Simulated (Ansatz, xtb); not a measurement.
C6H10FN: 6 structures ranked

6 gas-phase structures of C6H10FN, from a drawn sample of its isomers (lower ones may exist). Each was relaxed with GFN2-xTB; where two conformers were screened, the lower at r2SCAN-D4/def2-SVP is listed:

A. `C/N=C1\CCC[C@@H]1F`, a singlet
B. `CC1=CCN[C@@H]1CF`, a singlet
C. `F[C@@H]1C[C@@H]2CC[C@H]1N2`, a singlet
D. `C[C@@H](F)[C@@H]1C=CCN1`, a singlet
E. `C[C@@H](F)C[C@@H](C)C#N`, a singlet
F. `C=C(F)[C@@H]1CCNC1`, a singlet

Q: Estimate their order in r2SCAN-D4/def2-SVP energy at these geometries, lowest first.

A: Calculated order at r2SCAN-D4/def2-SVP: C (0.000), E (0.129), A (0.401), D (0.630), B (0.664), F (0.681) eV. Less than 1 kcal/mol parts D and B; B and F, so the order within those pairs means little. CCSD(T)/def2-SVP + ΔMP2/def2-TZVPP after further relaxation puts E lowest instead.

Energies above the lowest of each column, in eV; the last columns are at B3LYP-D3(BJ)/def2-SVP geometries and were run for some of them only (a dash: not run or not comparable):

| structure | GFN2-xTB | HF/STO-3G | r2SCAN-D4/def2-SVP | B3LYP-D3(BJ)/def2-SVP | CCSD(T)/def2-SVP + ΔMP2/def2-TZVPP |
| --- | --- | --- | --- | --- | --- |
| C | 0.000 | 0.000 | 0.000 | 0.140 | 0.214 |
| E | 1.156 | 1.069 | 0.129 | 0.000 | 0.000 |
| A | 0.551 | 1.205 | 0.401 | 0.359 | 0.563 |
| D | 1.096 | 1.792 | 0.630 | 0.569 | – |
| B | 1.018 | 1.728 | 0.664 | 0.630 | – |
| F | 1.152 | 1.666 | 0.681 | – | – |

CCSD(T)/def2-SVP + ΔMP2/def2-TZVPP puts E lowest of those it was run on; GFN2-xTB picks C, HF/STO-3G picks C, r2SCAN-D4/def2-SVP picks C. CCSD(T)/def2-SVP + ΔMP2/def2-TZVPP orders those it was run on as E (0.000), C (0.214), A (0.563) eV. Some further structures that were screened fall inside this span and aren't listed. Flexible structures stand in one conformer each, not always the lowest. Frequencies (GFN2-xTB) were run for A, C, E alone. ΔMP2 is the change of the MP2 energy from the smaller to the larger basis.

Over these structures GFN2-xTB departs from r2SCAN-D4/def2-SVP by 0.244 eV on average once a common shift is removed. A GFN2-xTB relaxation took about 0.08 s and the r2SCAN-D4/def2-SVP energy about 2.5 s on a shared host (Ansatz 0.2.0, xtb 6.7.1).
